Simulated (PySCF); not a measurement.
**C17H20Si17: Orbital levels and atomic charges**

System: C17H20Si17 (flake SiC sheet).

Cartesian coordinates (Å):
```
  1 C     3.253    0.857   -0.002
  2 Si    1.628    1.671   -0.004
  3 C     0.000    0.865   -0.001
  4 Si    0.000   -1.025    0.000
  5 C     1.629   -1.807   -0.002
  6 Si    3.261   -1.032   -0.002
  7 C    -9.750    0.864   -0.001
  8 Si  -11.339    1.753   -0.002
  9 C   -12.934    0.930   -0.001
 10 Si  -12.966   -0.881   -0.001
 11 C   -11.427   -1.798   -0.001
 12 Si   -9.781   -1.016    0.000
 13 C    12.934    0.929    0.002
 14 Si   11.339    1.752    0.003
 15 C     9.750    0.863    0.002
 16 Si    9.781   -1.017    0.000
 17 C    11.428   -1.799    0.000
 18 Si   12.966   -0.882    0.000
 19 C    -3.253    0.857    0.001
 20 Si   -4.880    1.663    0.002
 21 C    -6.502    0.845    0.001
 22 Si   -6.522   -1.042    0.001
 23 C    -4.891   -1.817    0.003
 24 Si   -3.261   -1.032    0.002
 25 Si   -1.628    1.671   -0.001
 26 C    -1.629   -1.807    0.000
 27 C     6.503    0.844    0.000
 28 Si    4.880    1.662   -0.001
 29 C     4.890   -1.818   -0.001
 30 Si    6.522   -1.042    0.000
 31 Si    8.122    1.664    0.002
 32 C     8.160   -1.815    0.002
 33 Si   -8.122    1.665    0.000
 34 C    -8.161   -1.815    0.000
 35 H     1.634    3.155   -0.005
 36 H     1.625   -2.890   -0.002
 37 H   -11.292    3.229   -0.003
 38 H   -13.854    1.498   -0.002
 39 H   -14.268   -1.563    0.000
 40 H   -11.447   -2.880    0.000
 41 H    13.854    1.497    0.002
 42 H    11.292    3.228    0.003
 43 H    11.447   -2.881   -0.002
 44 H    14.268   -1.563   -0.001
 45 H    -4.894    3.147    0.004
 46 H    -4.880   -2.901    0.003
 47 H    -1.633    3.155    0.001
 48 H    -1.624   -2.890    0.001
 49 H     4.894    3.146    0.000
 50 H     4.879   -2.901   -0.001
 51 H     8.120    3.148    0.001
 52 H     8.155   -2.899    0.002
 53 H    -8.120    3.148   -0.001
 54 H    -8.156   -2.898    0.000
```

Method: PBE0/6-31G*, gas phase, PySCF, fitting set def2-universal-JFIT up to Ne and JKFIT beyond, grid level 1.

The gap is small, so a closed-shell solution may not be the true ground state; the numbers describe that solution.

Q: Give the orbital energies near the gap.

A: 
```
orbital     eV
 HOMO-4  -6.32
 HOMO-3  -5.96
 HOMO-2  -5.55
 HOMO-1  -5.13
   HOMO  -4.82
   LUMO  -2.83
 LUMO+1  -2.41
 LUMO+2  -1.89
 LUMO+3  -1.40
```

Q: Give the partial charges of the non-hydrogen atoms.

A: 
```
atom  Mulliken    IAO  Hirshfeld
  C1     -0.68  -0.95      -0.33
 Si2      0.56   0.84       0.36
  C3     -0.68  -0.95      -0.33
 Si4      0.63   0.94       0.31
  C5     -0.68  -0.91      -0.33
 Si6      0.63   0.94       0.31
  C7     -0.68  -0.95      -0.33
 Si8      0.50   0.79       0.32
  C9     -0.65  -0.86      -0.30
Si10      0.47   0.79       0.32
 C11     -0.66  -0.87      -0.31
Si12      0.64   0.94       0.32
 C13     -0.65  -0.86      -0.30
Si14      0.50   0.79       0.32
 C15     -0.68  -0.95      -0.33
Si16      0.64   0.94       0.32
 C17     -0.66  -0.87      -0.31
Si18      0.47   0.79       0.32
 C19     -0.68  -0.95      -0.33
Si20      0.56   0.84       0.36
 C21     -0.68  -0.95      -0.33
Si22      0.63   0.94       0.31
 C23     -0.68  -0.91      -0.33
Si24      0.63   0.94       0.31
Si25      0.56   0.84       0.36
 C26     -0.68  -0.91      -0.33
 C27     -0.68  -0.95      -0.33
Si28      0.56   0.84       0.36
 C29     -0.68  -0.91      -0.33
Si30      0.63   0.94       0.31
Si31      0.55   0.83       0.35
 C32     -0.68  -0.90      -0.33
Si33      0.55   0.83       0.35
 C34     -0.68  -0.90      -0.33
```
